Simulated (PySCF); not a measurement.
**Bond curve of LiGa⁺**

Set-up: PySCF, no relativity, basis sets Li aug-pcseg-1, Ga aug-pcseg-1. Energies in eV from Li⁺ + Ga in their ground configurations at the same level. All curves are PBE0. state 1: ²Σ⁺ (doublet), unpaired electrons σ ↑; state 2: ²Π (doublet), unpaired electrons π ↑, a second solution, started from another occupation; state 3: ⁴Π (quartet), unpaired electrons σ ↑↑, π ↑, a second solution, started from another occupation.

```json
{"R (Å)": "2.616", "state 1": "-1.111", "state 2": "-0.1268", "state 3": "3.8534"}
{"R (Å)": "2.738", "state 1": "-1.182", "state 2": "-0.1450", "state 3": "3.7773"}
{"R (Å)": "2.860", "state 1": "-1.221", "state 2": "-0.1479", "state 3": "3.7326"}
{"R (Å)": "2.951", "state 1": "-1.235", "state 2": "-0.1436", "state 3": "3.7148"}
{"R (Å)": "3.042", "state 1": "-1.239", "state 2": "-0.1359", "state 3": "3.7077"}
{"R (Å)": "3.133", "state 1": "-1.235", "state 2": "-0.1261", "state 3": "3.7091"}
{"R (Å)": "3.255", "state 1": "-1.220", "state 2": "-0.1115", "state 3": "3.7212"}
{"R (Å)": "3.407", "state 1": "-1.190", "state 2": "-0.0927", "state 3": "3.7483"}
{"R (Å)": "3.590", "state 1": "-1.144", "state 2": "-0.0716", "state 3": "3.7921"}
{"R (Å)": "3.833", "state 1": "-1.073", "state 2": "-0.0479", "state 3": "3.8603"}
```

Put a parabola through the three lowest points of the state 1 curve and estimate Re, k and ωe (reduced mass 6.368 u; 1 eV/Å² = 0.16022 mdyn/Å; ωe = 1302.8·√(k/μ) cm⁻¹).

Through R = 2.951, 3.042, 3.133 Å the second-order coefficient is 0.483 eV/Å², so Re ≈ 3.042 Å, k ≈ 0.155 mdyn/Å and ωe ≈ 203 cm⁻¹. A polynomial fit of higher order to the unrounded PBE0 energies gives Re = 3.037 Å, k = 0.155 mdyn/Å, ωe = 203 cm⁻¹; anharmonicity and rounding make the difference.

The higher-order fit for each curve: state 1: Re = 3.037 Å, ωe = 203 cm⁻¹, De = 1.24 eV; state 2: Re = 2.827 Å, ωe = 175 cm⁻¹, minimum 0.148 eV below the ground-state fragments; state 3: Re = 3.070 Å, ωe = 201 cm⁻¹, minimum 3.71 eV above the ground-state fragments.

Spin–orbit coupling is left out. For an ion De counts to the pair picked by the measured ionisation energies or electron affinities, which need not be the lowest pair at this level. Counting both spins, an empty level lies below a filled one in some of these solutions, because spin and occupation are held. The state is the lowest determinant that a PBE0 search found; another state may lie lower at other levels.
